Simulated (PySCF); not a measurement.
**Polarisability and C₆ of He⁺ (helium, charge +1)**

1s1, 2S determinant. Computed with PySCF 2.14 in aug-cc-pVTZ-DK, with the spin-free X2C one-electron Hamiltonian (Gaussian nucleus). Coupled (time-dependent) response in atomic units; α is the mean over directions.

```tsv
method	mean α (bohr³)	C₆ (like pair)	S(−4)
UHF	0.2799	0.1014	0.1026
```

S(−4) is the Cauchy moment in α(ω) = α(0) + S(−4) ω² + …

α(iu) at UHF:

```
u (hartree)  α(iu) (bohr³)
          0         0.2799
     0.0500         0.2796
      0.100         0.2788
      0.200         0.2758
      0.300         0.2710
      0.500         0.2566
      0.750         0.2328
       1.00         0.2067
       1.50         0.1578
       2.00         0.1198
       3.00        0.07228
       5.00        0.03259
```

A single London oscillator, α(iu) = α/(1 + u²/ω²), gives C₆ = (3/4) ω α². Matching the computed C₆ needs ω = 4 × 0.1014 / (3 × 0.2799²) = 1.73 hartree.

For a non-relativistic one-electron ion the exact value is 9/(2Z⁴) = 0.2812 bohr³; Hartree-Fock is exact here up to the basis and relativity.

For an ion, C₆ is the dispersion term alone; charge-induced terms of lower order in 1/R come first.
